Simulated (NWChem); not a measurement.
## BiCl₃ in NWChem

```xyz
4

Bi     0.0021     0.4468     0.0000
Cl    -1.0836    -0.7221     1.8710
Cl    -1.0836    -0.7221    -1.8710
Cl     2.1570    -0.7374     0.0000
```
Charge 0, spin multiplicity 1.

All runs are NWChem calculations. All single points use one geometry, from PBE0/def2-SVP with def2 effective core potentials on Bi, a minimum by its harmonic frequencies.

Symmetry labels belong to the abelian group Cs used in the runs, with the axes of the coordinates shown; states degenerate in a higher group split over its labels.

Effective core potentials replace the inner electrons of Bi; spin-orbit coupling is left out. B3LYP has NWChem's definition, with VWN1-RPA local correlation. The structure started from a generated list of species.

Problem. List the lowest 6 singlet excitations that TD-B3LYP/def2-SVP with def2 effective core potentials on Bi, VWN1-RPA local correlation gives, with oscillator strengths.

Solution. 
```
state  symmetry  energy (eV)  wavelength (nm)      f
-----  --------  -----------  ---------------  -----
1            a'         4.88              254  0.023
2            a"         4.93              251  0.000
3            a"         5.08              244  0.000
4            a'         5.08              244  0.000
5            a'         5.26              236  0.001
6            a"         5.26              236  0.001
```
